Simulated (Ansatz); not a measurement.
C2H7GeNO can be A, `C[N]1[CH2][GeH]1[OH]`, or B, `C[C](=N)[GeH2][OH]`.

Calculated with Ansatz (gas phase, PBE0-D4/def2-TZVP geometries, no zero-point term in ΔE). CCSD(T)/CBS adds triple-zeta CCSD(T) − MP2 to the extrapolated MP2 energy (def2 sets, frozen cores). Functionals use def2-TZVPP. B3LYP here is the variant with VWN-RPA as its local correlation; programs differ in this. For Ge outer-core shells are correlated without core-valence functions, which leaves a few kJ/mol of doubt a bond. Scalar relativity is left out up to krypton. One conformer a species, not always the lowest.

Q: Which is lower in electronic energy at CCSD(T)/CBS, and by how much? (An estimate is asked.)

A: The calculation gave: B, by 98.4 kJ/mol.

Q: Give E(B) − E(A) in kJ/mol with B3LYP, B3LYP-D4, MP2/def2-TZVPP, HF/def2-TZVPP, B2PLYP, PBE0-D4, CCSD/def2-TZVPP. (Best estimate.)

A: Ansatz gave: B3LYP -109.9, B3LYP-D4 -110.3, MP2/def2-TZVPP -92.1, HF/def2-TZVPP -127.8, B2PLYP -105.0, PBE0-D4 -94.2, CCSD/def2-TZVPP -105.6. None reverses the order clearly.

Largest T1 diagnostic: 0.012.

In def2-TZVPP, CCSD(T) changes the Hartree–Fock value by +24.3 kJ/mol (the triples alone add +2.1 kJ/mol) and MP2 by +35.7 kJ/mol.
